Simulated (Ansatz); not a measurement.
The lowest singlet and triplet of C3H4 (SMILES [CH]C=C); geometries from B3LYP-D3(BJ)/def2-TZVP, each state relaxed from the structure named, with no frequency check, low spin by broken symmetry.
Singlet at the triplet's geometry (charge 0, multiplicity 1):
```xyz
7

C     -1.1747     0.2908    -0.4602
C     -0.0983    -0.3698     0.0454
C      1.1320     0.1799     0.3455
H     -2.1816     0.0333    -0.7467
H     -0.2269    -1.4407     0.2299
H      1.9291    -0.4295     0.7455
H      1.3258     1.2319     0.1871
```

| level | gap E(singlet) − E(triplet), vertical, at the triplet's geometry (eV) | cost |
|---|---|---|
| R-HF/cc-pVDZ | 2.220 | - |
| R-HF/cc-pVTZ | 2.161 | - |
| R-SVWN5/def2-TZVPP | 1.032 | ×0.5 |
| U-SVWN5/def2-TZVPP (spin-contaminated) | 0.334 | ×1 |
| R-PBE/def2-TZVPP | 1.187 | ×1 |
| U-PBE/def2-TZVPP (spin-contaminated) | 0.286 | ×2 |
| R-r2SCAN/def2-TZVPP | 1.570 | ×2 |
| U-r2SCAN/def2-TZVPP (spin-contaminated) | 0.302 | ×4 |
| R-B3LYP/def2-TZVPP | 1.177 | ×1 |
| U-B3LYP/def2-TZVPP (spin-contaminated) | 0.285 | ×2 |
| R-PBE0/def2-TZVPP | 1.417 | ×1 |
| U-PBE0/def2-TZVPP (spin-contaminated) | 0.338 | ×2 |
| R-BHLYP/def2-TZVPP | 1.340 | ×1 |
| U-BHLYP/def2-TZVPP (spin-contaminated) | 0.331 | ×3 |
| R-wB97X-V/def2-TZVPP | 1.173 | ×3 |
| U-wB97X-V/def2-TZVPP (spin-contaminated) | 0.319 | ×6 |
| R-wB97M-V/def2-TZVPP | 1.102 | ×3 |
| U-wB97M-V/def2-TZVPP (spin-contaminated) | 0.404 | ×7 |
| R-B2PLYP/def2-TZVPP | 1.149 | ×1 |
| U-B2PLYP/def2-TZVPP (spin-contaminated) | 0.311 | ×2 |
| R-MP2/cc-pVDZ | 1.176 | - |
| R-MP2/cc-pVTZ | 0.995 | - |
| R-SCS-MP2/cc-pVDZ | 1.022 | - |
| R-SCS-MP2/cc-pVTZ | 0.796 | - |
| R-CCSD/cc-pVDZ | 1.408 | - |
| R-CCSD/cc-pVTZ | 1.284 | - |
| R-CCSD(T)/cc-pVDZ | 1.302 | ×0.8 |
| R-CCSD(T)/cc-pVTZ | 1.167 | ×4 |
| SA-CASSCF(4,4)/cc-pVDZ | 0.866 | - |
| SA-CASSCF(4,4)/cc-pVTZ | 0.838 | - |
| SC-NEVPT2 on SA-CASSCF(4,4)/cc-pVDZ | 0.792 | - |
| SC-NEVPT2 on SA-CASSCF(4,4)/cc-pVTZ | 0.726 | - |
| FIC-NEVPT4(SD) on SA-CASSCF(4,4)/cc-pVDZ | 0.783 | - |
| FIC-NEVPT4(SD) on SA-CASSCF(4,4)/cc-pVTZ | 0.712 | - |
| FIC-MRCISD+Q on SA-CASSCF(4,4)/cc-pVDZ | 0.787 | - |
| FIC-MRCISD+Q on SA-CASSCF(4,4)/cc-pVTZ | 0.721 | - |

The rows run from 0.285 (U-B3LYP/def2-TZVPP (spin-contaminated)) to 2.220 eV (R-HF/cc-pVDZ). In cc-pVTZ the value moves R-HF 2.161, R-MP2 0.995, R-CCSD 1.284, R-CCSD(T) 1.167, a shift of -0.994 from R-HF to R-CCSD(T). From cc-pVDZ to cc-pVTZ R-CCSD(T) changes by -0.135. The 9 R-functionals in def2-TZVPP without D3 or D4 span 0.538, from R-SVWN5 to R-r2SCAN.

A positive gap puts the triplet lower; no zero-point energy. R- takes a restricted singlet, here one determinant of a half-filled degenerate or near-degenerate pair, which mixes singlet states. U- takes an unrestricted singlet (broken symmetry where lower, unprojected). The triplet is unrestricted in single-reference levels. Active spaces average the two states.

Correlated levels freeze the cores.

Doubts at one or more of the structures used: a restricted determinant that unrestricted orbitals would lower (R-HF/cc-pVDZ, R-HF/cc-pVTZ, R-SVWN5/def2-TZVPP, R-PBE/def2-TZVPP, R-r2SCAN/def2-TZVPP, R-B3LYP/def2-TZVPP, R-PBE0/def2-TZVPP, R-BHLYP/def2-TZVPP, R-wB97X-V/def2-TZVPP, R-wB97M-V/def2-TZVPP, R-B2PLYP/def2-TZVPP, R-MP2/cc-pVDZ, R-MP2/cc-pVTZ, R-SCS-MP2/cc-pVDZ, R-SCS-MP2/cc-pVTZ, R-CCSD/cc-pVDZ, R-CCSD/cc-pVTZ, R-CCSD(T)/cc-pVDZ, R-CCSD(T)/cc-pVTZ); a spin-contaminated determinant (R-HF/cc-pVDZ, R-HF/cc-pVTZ, R-MP2/cc-pVDZ, R-MP2/cc-pVTZ, R-SCS-MP2/cc-pVDZ, R-SCS-MP2/cc-pVTZ, R-CCSD/cc-pVDZ, R-CCSD/cc-pVTZ, R-CCSD(T)/cc-pVDZ, R-CCSD(T)/cc-pVTZ).

Programs: Ansatz (Gaussian orbitals). Values without a source in brackets are computed.

Costs are rough ratios of core time to R-PBE/def2-TZVPP (about 10 s over the structures, on one shared machine); a dash marks a level with no comparable run of its own.

Ansatz is an electronic-structure program.
